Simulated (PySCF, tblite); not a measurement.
A database entry of computed molecular properties. Lists by class give the value and the number of equivalent atoms.

```json
{
 "formula": "C5H6FNSi",
 "smiles": "C=C(/C=C\\C#N)[SiH2]F",
 "charge": 0,
 "multiplicity": 1,
 "geometry_level": "GFN2-xTB",
 "atoms_angstrom": [
  ["C", -0.736, 1.422, -1.377],
  ["C", -0.262, 0.514, -0.511],
  ["C", 0.859, -0.297, -0.937],
  ["C", 1.5, -1.253, -0.247],
  ["C", 1.213, -1.675, 1.058],
  ["N", 1.038, -2.071, 2.122],
  ["Si", -1.072, 0.34, 1.196],
  ["F", -2.26, 1.434, 1.183],
  ["H", -0.308, 1.557, -2.36],
  ["H", -1.567, 2.058, -1.128],
  ["H", 1.215, -0.095, -1.942],
  ["H", 2.331, -1.782, -0.699],
  ["H", -1.757, -0.931, 1.351],
  ["H", -0.195, 0.779, 2.268]
 ],
 "electronic_structure_code": "PySCF",
 "results": {
  "GFN2-xTB geometry": {
   "point_group": "Cs",
   "rotational_constants_GHz": [2.548, 1.323, 0.88]
  },
  "B3LYP/def2-SVPD ground state and vertical TDDFT (core frozen in the response)": {
   "dipole_D": 4.32,
   "homo_eV": -7.47,
   "lumo_eV": -2.58,
   "S1_eV": 5.0,
   "strongest_line_of_8_singlets_eV": 5.0,
   "T1_tda_eV": 2.84,
   "polarisability_au": 92.7,
   "r2_bohr2_about_centre_of_nuclear_charge": 1224.6,
   "singlets_eV_and_f": [
    [5.0, 0.508],
    [5.45, 0.001],
    [5.75, 0.0],
    [5.94, 0.0],
    [6.0, 0.011],
    [6.32, 0.007],
    [6.62, 0.0],
    [6.87, 0.06]
   ],
   "triplets_tda_eV": [2.84, 4.6, 5.25]
  },
  "PBE0/pcSseg-1 ground state and GIAO shieldings, non-relativistic": {
   "shift_vs_computed_TMS_C_by_class_ppm": [
    [163.9, 1],
    [151.5, 1],
    [150.1, 1],
    [124.3, 1],
    [100.8, 1]
   ],
   "shift_vs_computed_TMS_H_by_class_ppm": [
    [6.98, 1],
    [6.68, 1],
    [6.66, 1],
    [5.87, 2],
    [5.25, 1]
   ],
   "shielding_other_nuclei_by_class_ppm": [
    ["N", -67.4, 1],
    ["F", 399.3, 1],
    ["Si", 360.9, 1]
   ],
   "charges_hirshfeld_e_by_atom": [-0.06, -0.09, -0.01, -0.04, 0.08, -0.19, 0.41, -0.2, 0.06, 0.05, 0.06, 0.07, -0.07, -0.07]
  },
  "GFN2-xTB harmonic vibrations, gas phase": {
   "strongest_ir_bands_cm-1_km_per_mol_modes": [
    [579.0, 138.2, 1],
    [737.6, 349.9, 2],
    [805.4, 222.7, 1],
    [2348.3, 84.2, 1],
    [2354.0, 373.3, 1],
    [2360.2, 168.3, 1]
   ],
   "zpe_kcal_per_mol": 57.5
  }
 }
}
```

With B = h/(8π²I), that is 505.379 GHz u Å² over I, the principal moments of inertia are 198.4, 382.0 and 574.1 u Å² (most abundant isotopes); the inertial defect Ic − Ia − Ib is -6.3 u Å² (zero for a rigid planar frame, negative otherwise). The rotational constants make it an asymmetric top with κ = (2B − A − C)/(A − C) = -0.47, nearer the prolate limit (−1).

Shape of the structure used: `[CH2:1]=[C:2](/[CH:3]=[CH:4]\[C:5]#[N:6])[SiH2:7][F:8]`: C1–C2–C3–C4 180°, C1–C2–Si7–F8 0°.

One conformer stands for the species.
